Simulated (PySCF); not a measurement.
SiBr₂, SMILES [Si](Br)Br (connectivity only; charge and spin as stated), neutral, multiplicity 1. Atoms are numbered in the order given.

```xyz
3

Si     0.0000     0.0000     1.1854
Br     0.0000     1.7683    -0.2371
Br     0.0000    -1.7683    -0.2371
```
Charge 0, spin multiplicity 1.

The structure is a stationary point at B3LYP-D3(BJ)/def2-TZVP. The isomer is the one that the SMILES or the coordinates give; other isomers of the formula were not compared.

Two levels are set side by side: PBE/pcSseg-2 (PySCF) and PBE0/pcSseg-2 (PySCF). GIAO shifts against TMS (²⁹Si) at the same level; non-relativistic, no solvent, atoms listed together averaged. Without spin–orbit terms, shifts of atoms bonded to Cl or Br come out too high at both levels. Differences are taken from unrounded values.

```csv
quantity,PBE
δ(²⁹Si) of Si1 (ppm),379.2
```

Question: These are the PBE values. What does PBE0 give? (Estimate from the structure and the level; the computed values follow.)

Answer: 
```tsv
quantity	PBE0	PBE minus PBE0
δ(²⁹Si) of Si1 (ppm)	387.4	-8.2
```

Rough cost on one machine, each run with all the roots and properties that it gave: PBE0 against PBE within a factor of 2.
